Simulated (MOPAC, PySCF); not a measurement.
C$_{2}$H$_{5}$N, SMILES `C[C]N` (lower singlet), neutral singlet in the gas phase. This singlet lies 1.64 eV below the relaxed triplet at the level frozen-core CCSD(T)/cc-pVTZ // B3LYP-D3(BJ)/def2-TZVP (Ansatz).

Z-matrix (Å, degrees):
```
C
N 1 1.3035
H 2 1.0096 1 120.57
H 2 1.0275 3 115.20 1 -179.99
C 1 1.4922 2 112.02 3 179.98
H 5 1.0931 1 108.73 2 122.78
H 5 1.0931 6 105.52 1 -116.51
H 5 1.1055 6 108.95 7 -116.85
```
Charge 0, multiplicity 1.

All levels are single points at this geometry (B3LYP-D3(BJ)/def2-TZVP); Pople sets use spherical d functions. Orbital energies aren't observables, and empty levels follow the basis.

```
level                            HOMO (eV)  LUMO (eV)  gap (eV)  dipole (D)  vertical IE, Delta-SCF (eV)
-------------------------------  ---------  ---------  --------  ----------  ---------------------------
B3LYP-D3(BJ)/def2-TZVP in PySCF      -5.51      -0.23      5.28        2.72                            –
PBE-D3(BJ)/def2-TZVP in PySCF        -4.38      -1.18      3.20        2.66                            –
M06-2X/6-31G* in PySCF               -6.45       1.73      8.17        2.62                            –
HF/6-31G* in PySCF                   -8.76       5.17     13.93        2.66                         6.81
PM3 in MOPAC                         -8.81       1.06      9.87        3.30                            –
PM7 in MOPAC                         -8.86       2.12     10.97        2.95                            –
```
